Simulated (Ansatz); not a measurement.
All numbers were calculated with Ansatz.

A structure relaxed at PBE0-D4/def2-TZVP, charge 0, multiplicity 1:

```xyz
13

C    -0.652   -2.398   -0.811
In   -0.266   -0.406   -0.105
N    -1.021    0.062    1.703
Si    1.085    1.552   -1.063
Te    1.369    3.328    0.689
H    -1.201   -2.963   -0.058
H     0.285   -2.910   -1.031
H    -1.243   -2.360   -1.728
H    -1.660   -0.518    2.221
H    -1.004    1.000    2.068
H     2.409    1.157   -1.623
H     0.359    2.253   -2.160
H     1.540    2.204    1.896
```

(1) Give its formula and SMILES.

(2) Point group (tolerance 0.08 Å, 0.16 Å for H)?

(3) Summarise the bond lengths by kind.

Results:

(1) CH8InNSiTe, `[CH3][In]([NH2])[SiH2][TeH]`.

(2) C1.

(3) 1 × C–In 2.148 Å; 3 × C–H 1.090 to 1.091 Å; 1 × In–N 2.014 Å; 1 × In–Si 2.565 Å; 2 × H–N 1.007 Å; 1 × Si–Te 2.511 Å; 2 × H–Si 1.491 Å; 1 × H–Te 1.658 Å.
